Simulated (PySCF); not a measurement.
Vertical excitations of a molecule C4H7NS from TDDFT-PBE/def2-SVPD (PySCF), as energy in eV (oscillator strength): 4.12 (0.000), 4.36 (0.018), 4.47 (0.065), 4.74 (0.001), 4.81 (0.013), 5.19 (0.100), 5.25 (0.008), 5.54 (0.279), 5.63 (0.005), 5.66 (0.142). Lowest triplet (TDA): 3.51 eV. Geometry: r2SCAN-D4/def2-SVP. One conformer was computed; it need not be the lowest.

Q: Identify the compound among the candidates.
A) C=C=C(N)SC
B) CSC=C=CN
C) CN1C=CSC1
D) C=C/N=C/CS

A: B, CSC=C=CN
